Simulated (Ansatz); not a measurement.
Ansatz (a first-principles code) input:
A basis named .json is the Basis Set Exchange file of that set.

Ansatz 0.2 input:
```yaml
crystal:
  periodic: [false, false, false]
  atoms:
    - {symbol: Al, position_ang: [-0.00121496, -0.01498404, 1.29421651]}
    - {symbol: Al, position_ang: [0.00121496, 0.01498404, -1.29421651]}
    - {symbol: H, position_ang: [1.34717406, -0.03150224, 2.13754455]}
    - {symbol: H, position_ang: [-1.35118512, -0.01796590, 2.13516815]}
    - {symbol: H, position_ang: [0.00875948, 1.37382376, -2.12073067]}
    - {symbol: H, position_ang: [-0.00474843, -1.32435563, -2.15198203]}
basis:
  gaussian:
    orbitals: aug-cc-pV_D+d_Z.json
magnetization: {spin_polarized: false}
correlation: {method: ccsd_t, electrons: outside_noble_gas}
output: {forces: true}
```

Question: What final total energy does it print?

Answer: -486.31511 Eh (CCSD(T)/aug-cc-pV(D+d)Z). The basis has 100 functions.
